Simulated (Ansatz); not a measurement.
`CCO[SiH2]Cl` + `CC(O)(O)F` → `COC(C)(O)F` + `CO[SiH2]Cl`  (substitution at a C–C bond)

Gas-phase electronic energies from Ansatz, PBE0-D4/def2-TZVP geometries. CCSD(T)/CBS adds triple-zeta CCSD(T) − MP2 to the extrapolated MP2 energy (def2 sets, frozen cores). Functionals use def2-TZVPP. One conformer a species, not always the lowest.

```tsv
level	ΔE (kJ/mol)
r2SCAN-D4	65.5
PBE	66.8
CCSD/def2-TZVPP	64.7
HF/def2-QZVPP	61.5
```

Task: What does CCSD(T)/CBS give? (An estimate is asked.)

Result: Ansatz gave: +66.8 kJ/mol. The listed levels differ from it by -1.3, 0.0, -2.1, -5.3 kJ/mol.

Largest T1 diagnostic among the species: 0.011.
